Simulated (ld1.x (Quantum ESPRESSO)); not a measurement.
**Before and after: TM potential for In**

| Property | Result |
| --- | --- |
| Element | indium (In) |
| Generator | ld1.x (Quantum ESPRESSO) 7.5 |
| Type | norm-conserving Troullier–Martins (Kleinman–Bylander form) |
| Functional | PBE |
| Relativity | scalar-relativistic |
| Frozen core | [Kr] 4d10 |
| Valence charge | 3 |
| Reference configuration | 5s2 5p1 |
| Partial waves | 5s (bound): rc 2.25 bohr; 5p (bound): rc 2.90 bohr |
| Local potential | all-electron potential smoothed inside 1.85 bohr (lloc = -2) |
| Core correction | a·sin(br)/r model core inside 1.85 bohr |

Change: all radii but the core radius scaled by about 0.87 (s 1.96, p 2.52 bohr); local potential all-electron potential smoothed inside 1.62 bohr (lloc = -2).

Cutoffs: the cutoffs (Ry, on a coarse ladder) from which the occupation-weighted sum of valence levels, in a spherical-Bessel basis at the reference potential, stays within 10 and 1 mRy of its value at 400 Ry; they do not see the model core or the augmentation charge, which bear on the density cutoff. Errors are all-electron minus pseudo energies relative to the spin-unpolarised reference configuration.

Question: What does the change do?

Answer: The potential gets harder (10 Ry and 25 Ry → 10 Ry and 30 Ry); the errors of the 7 common tests hardly move; neither file shows a bound ghost. A smaller radius makes the pseudo-wave follow the all-electron one further in, where it bends more sharply, so more plane waves are needed.

```csv
quantity,base,changed
"cutoff, loose",10 Ry,10 Ry
"cutoff, tight",25 Ry,30 Ry
bound ghosts,none,none
"error for 5s2 5p0, meV [ΔE 5.36 eV]",-15,-13
"error for 5s1 5p0, meV [ΔE 24.60 eV]",-204,-187
"error for 5s2 5p0.5, meV [ΔE 1.94 eV]",-2.5,-2.3
"error for 5s1 5p1, meV [ΔE 11.96 eV]",-55,-53
"error for 5s2 5p1.3, meV [ΔE -0.53 eV]",-0.2,-0.1
"error for 5s1 5p2, meV [ΔE 5.84 eV]",-19,-20
"error for 5s0 5p3, meV [ΔE 11.95 eV]",-75,-81
```
